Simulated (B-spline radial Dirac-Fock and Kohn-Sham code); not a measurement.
Electron momentum distribution of Pd: Compton profiles

System: the free palladium atom in the configuration 1s2 2s2 2p6 3s2 3p6 3d10 4s2 4p6 4d9 5s1 (not the ground configuration).

Input of the calculation (task.json; shells as n, l, electrons):

```json
{"items": [{
  "Z": 46,
  "q": 0,
  "cfg": [[1, 0, 2], [2, 0, 2], [2, 1, 6], [3, 0, 2], [3, 1, 6], [3, 2, 10], [4, 0, 2], [4, 1, 6], [4, 2, 9], [5, 0, 1]],
  "A": 106,
  "rrms": 4.5318,
  "do": ["scatter"],
  "s": [0.0, 0.05, 0.1, 0.15, 0.2, 0.25, 0.3, 0.35, 0.4, 0.45, 0.5, 0.6, 0.7, 0.8, 0.9, 1.0, 1.1, 1.2, 1.4, 1.6, 1.8, 2.0, 2.5, 3.0, 3.5, 4.0, 5.0, 6.0],
  "pz": [0, 0.1, 0.2, 0.3, 0.4, 0.5, 0.6, 0.8, 1.0, 1.2, 1.4, 1.6, 1.8, 2.0, 2.5, 3.0, 4.0, 5.0, 7.0, 10.0, 15.0, 20.0, 30.0, 40.0, 60.0, 100.0],
  "hv_scatter": [2000, 8047.8, 10000, 17479.3, 20000, 100000, 200000, 500000]
}]}
```

Run with: `python xray_run.py task.json out`

The computed values come from a B-spline atomic structure program: the impulse approximation on configuration-average Dirac-Fock orbitals. pz is in atomic units of momentum; subshell profiles are per electron, for a selection of subshells; open shells are spread over both j values by their weights.

| pz | J total | J 2p1/2 | J 4p1/2 | J 4p3/2 | J 5s1/2 |
| --- | --- | --- | --- | --- | --- |
| 0 | 8.229 | 0.0323 | 0.252 | 0.259 | 1.67 |
| 0.1 | 8.048 | 0.0323 | 0.252 | 0.259 | 1.50 |
| 0.2 | 7.618 | 0.0323 | 0.252 | 0.259 | 1.08 |
| 0.3 | 7.152 | 0.0323 | 0.251 | 0.258 | 0.650 |
| 0.4 | 6.787 | 0.0323 | 0.250 | 0.257 | 0.333 |
| 0.5 | 6.538 | 0.0323 | 0.249 | 0.256 | 0.154 |
| 0.6 | 6.357 | 0.0323 | 0.246 | 0.252 | 0.0719 |
| 0.8 | 6.028 | 0.0323 | 0.236 | 0.241 | 0.0328 |
| 1 | 5.619 | 0.0323 | 0.220 | 0.223 | 0.0315 |
| 1.2 | 5.128 | 0.0323 | 0.197 | 0.199 | 0.0282 |
| 1.4 | 4.603 | 0.0323 | 0.172 | 0.171 | 0.0218 |
| 1.6 | 4.088 | 0.0323 | 0.144 | 0.141 | 0.0152 |
| 1.8 | 3.615 | 0.0323 | 0.117 | 0.113 | 0.00996 |
| 2 | 3.200 | 0.0323 | 0.0922 | 0.0881 | 0.00627 |
| 2.5 | 2.429 | 0.0322 | 0.0458 | 0.0424 | 0.00215 |
| 3 | 1.964 | 0.0321 | 0.0215 | 0.0197 | 0.00142 |
| 4 | 1.489 | 0.0319 | 0.00934 | 0.00941 | 0.00127 |
| 5 | 1.199 | 0.0313 | 0.00895 | 0.00905 | 0.000725 |
| 7 | 0.7606 | 0.0293 | 0.00480 | 0.00447 | 0.000133 |
| 10 | 0.3969 | 0.0243 | 0.000798 | 0.000713 | 8.93e-05 |
| 15 | 0.1691 | 0.0143 | 0.000384 | 0.000398 | 2.43e-05 |
| 20 | 0.08444 | 0.00721 | 0.000265 | 0.000256 | 4.09e-06 |
| 30 | 0.02796 | 0.00163 | 6.35e-05 | 5.53e-05 | 2.44e-06 |
| 40 | 0.01175 | 0.000403 | 1.49e-05 | 1.20e-05 | 1.49e-06 |
| 60 | 0.002879 | 4.02e-05 | 1.38e-06 | < 1e-6 | < 1e-6 |
| 100 | 0.0003431 | 1.73e-06 | < 1e-6 | < 1e-6 | < 1e-6 |

J(0) = 8.229. The 5s1/2 subshell gives the largest part, 20 %.

Mean momentum ⟨p⟩ by subshell (a.u.): 1s1/2 41.5, 2s1/2 14.6, 2p1/2 19.5, 2p3/2 18.7, 3s1/2 6.89, 3p1/2 8.23, 3p3/2 7.99, 3d3/2 9.43, 3d5/2 9.34, 4s1/2 2.94, 4p1/2 3.19, 4p3/2 3.09, 4d3/2 2.72, 4d5/2 2.68, 5s1/2 0.591.
